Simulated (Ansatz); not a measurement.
Dimethylphenylsulfonium tetrafluoroborate (C₈H₁₁BF₄S) was relaxed with PBE-D4 (def2-SVP) in Ansatz in these states: charge -1 doublet, neutral singlet. The geometries follow in no particular order.

A:

```xyz
25

C    -2.1613    2.1877   -1.4170
S    -0.0279    1.1272    0.9620
C     0.9586    2.5832    0.5226
C     1.0018   -0.2080    0.4235
C     0.4189   -1.4973    0.4904
C     1.1651   -2.6104    0.0912
C     2.4843   -2.4739   -0.3814
C     3.0539   -1.1949   -0.4518
C     2.3226   -0.0626   -0.0539
H    -2.3892    1.1573   -1.1018
H    -2.6076    3.0335   -0.8728
H    -1.4376    2.3936   -2.2211
H     0.3196    3.4523    0.7711
H     1.9052    2.6549    1.0982
H     1.1764    2.6119   -0.5646
H    -0.6217   -1.5962    0.8428
H     0.6968   -3.6062    0.1408
H     3.0594   -3.3582   -0.6981
H     4.0841   -1.0665   -0.8224
H     2.7929    0.9289   -0.1192
F    -2.3866   -1.2040    1.7652
B    -3.2541   -0.8890    0.6722
F    -2.4936   -0.9642   -0.5304
F    -4.3092   -1.8178    0.6246
F    -3.7507    0.4190    0.8297
```

B:

```xyz
25

C     1.951    1.121    0.622
S     1.181   -0.150   -0.415
C     1.556    0.512   -2.073
C    -0.587    0.152   -0.309
C    -1.348   -0.972    0.051
C    -2.741   -0.829    0.130
C    -3.345    0.410   -0.132
C    -2.562    1.525   -0.478
C    -1.169    1.402   -0.570
H     1.567    0.909    1.635
H     3.033    0.900    0.596
H     1.711    2.137    0.256
H     2.652    0.429   -2.206
H     1.046   -0.144   -2.802
H     1.226    1.561   -2.193
H    -0.835   -1.918    0.291
H    -3.357   -1.696    0.412
H    -4.438    0.514   -0.061
H    -3.037    2.498   -0.674
H    -0.557    2.277   -0.838
F     0.997   -2.950    0.776
B     1.633   -2.168    1.771
F     0.759   -1.017    2.000
F     1.814   -2.857    2.948
F     2.851   -1.645    1.263
```

Judge from the bond lengths which geometry belongs to which state (an estimate).

A is the charge -1 doublet (C1–S2 3.367 Å, B22–F23 1.425 Å, B22–F24 1.406 Å); B is the neutral singlet (C1–S2 1.812 Å, B22–F23 1.463 Å, B22–F24 1.375 Å).

The charge -1 doublet has come apart into loosely held pieces.
